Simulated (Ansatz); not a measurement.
Computed with Ansatz on PBE0-D4/def2-TZVP structures; ΔE is electronic, products minus reactants. CCSD(T)/CBS adds triple-zeta CCSD(T) − MP2 to the extrapolated MP2 energy (def2 sets, frozen cores). This one scheme is used for every species. DFT in def2-TZVPP. B3LYP here is the variant with VWN-RPA as its local correlation; programs differ in this. For Ga outer-core shells are correlated without core-valence functions, which leaves a few kJ/mol of doubt a bond. Scalar relativity is left out up to krypton. Each species was taken in one conformer, which may not be the lowest.

`[SiH3][NH][GaH][SiH3]` + `N[SiH2]F` → `[NH2][GaH][SiH3]` + `F[SiH2]N[SiH3]`  (redistribution)

```csv
level,ΔE (kcal/mol)
r2SCAN-D4,0.6
B2PLYP,0.7
PBE,0.6
B3LYP,0.6
MP2/def2-TZVPP,1.0
SCS-MP2/def2-TZVPP,0.9
CCSD/def2-TZVPP,0.8
HF/def2-QZVPP,0.6
```

Question: What does CCSD(T)/CBS give? (Estimate.)

Answer: Ansatz gave: +0.6 kcal/mol. The listed levels differ from it by 0.0, 0.1, 0.0, 0.0, 0.4, 0.3, 0.2, 0.0 kcal/mol.

Largest T1 diagnostic among the species: 0.015.
